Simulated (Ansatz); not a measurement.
(H3Ge)2NH (Ge2NH7). Charge 0, multiplicity 1. Geometry PBE0-D4/def2-SVP.

Cartesian coordinates in Å:
```
Ge 0.441 -1.342 0.839
H 1.856 -1.852 1.177
H -0.240 -0.746 2.083
H -0.404 -2.532 0.322
N 0.594 0.020 -0.380
Ge -0.617 1.367 -0.671
H 0.129 2.558 -1.305
H -1.193 1.748 0.704
H -1.779 0.953 -1.607
H 1.213 -0.174 -1.163
```

The 6-31G sets use Cartesian d functions.

Problem. Estimate the orbital energies around the gap (eV) in Ansatz with HF/6-31G, PBE-D4/def2-TZVP, PBE-D4/def2-TZVPD, PBE0-D4/def2-SVP, r2SCAN0-D4/def2-TZVP.

Solution. 
```csv
orbital,HF/6-31G,PBE-D4/def2-TZVP,PBE-D4/def2-TZVPD,PBE0-D4/def2-SVP,r2SCAN0-D4/def2-TZVP
HOMO−13,-44.14,-29.64,-29.66,-33.62,-34.14
HOMO−12,-44.14,-29.63,-29.66,-33.61,-34.14
HOMO−11,-44.13,-29.63,-29.66,-33.61,-34.13
HOMO−10,-44.12,-29.63,-29.65,-33.60,-34.12
HOMO−9,-29.88,-20.32,-20.35,-22.67,-23.66
HOMO−8,-20.21,-13.95,-13.97,-15.70,-16.06
HOMO−7,-19.51,-13.39,-13.41,-15.08,-15.46
HOMO−6,-15.79,-10.53,-10.55,-12.02,-12.35
HOMO−5,-13.66,-8.89,-8.91,-10.24,-10.48
HOMO−4,-13.44,-8.72,-8.74,-10.10,-10.40
HOMO−3,-12.71,-8.23,-8.24,-9.50,-9.77
HOMO−2,-12.58,-8.10,-8.11,-9.36,-9.64
HOMO−1,-12.32,-7.97,-7.98,-9.22,-9.47
HOMO,-10.16,-5.68,-5.73,-6.93,-7.24
LUMO,3.08,-0.79,-1.01,0.37,0.25
LUMO+1,4.31,0.05,-0.47,1.47,1.22
LUMO+2,4.58,0.60,0.08,1.96,1.67
LUMO+3,4.70,0.67,0.19,2.01,1.88
LUMO+4,5.22,1.03,0.62,2.14,2.15
LUMO+5,5.62,1.15,0.71,2.51,2.32
```
